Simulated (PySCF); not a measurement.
Excitation energy of As by level of theory

As [Ar] 3d10 4s2 4p3 (4S) → As [Ar] 3d10 4s1 4p4 (4P), as a difference of total energies. Calculation: PySCF 2.14, in aug-cc-pwCVTZ-PP with ECP10MDF; scalar relativity through the core potential. Correlated levels: valence: 3s2 3p6 3d10 frozen. The calculations carry no spin-orbit coupling.

| method | excitation energy (cm⁻¹) |
| --- | --- |
| UHF | 69069 |
| MP2 (valence) | 70019 |
| SCS-MP2 (valence) | 70195 |
| CCSD (valence) | 65866 |
| CCSD(T) (valence) | 63935 |

The coupled-cluster amplitudes are large for the upper state (T1 above 0.03 or a double amplitude above 0.15), so a single reference is strained.
